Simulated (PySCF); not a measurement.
O₃S.

```xyz
4

O      1.4266     0.0000     0.0000
S      0.0000     0.0000     0.0000
O     -0.7133    -1.2355     0.0000
O     -0.7133     1.2355     0.0000
```
Charge 0, spin multiplicity 1.

Geometry: B3LYP-D3(BJ)/def2-TZVP.

All values below come from PySCF with PBE/pcSseg-2. Non-relativistic, no solvent.

Computed absolute GIAO shielding of each atom: isotropic value and principal components (ppm):
```
atom  σ(iso)    σ11    σ22    σ33   span
----  ------  -----  -----  -----  -----
O1       4.4  -60.7  -31.8  105.8  166.4
S2      78.6   11.0  112.4  112.4  101.4
O3       4.4  -60.7  -31.8  105.8  166.4
O4       4.4  -60.7  -31.8  105.8  166.4
```
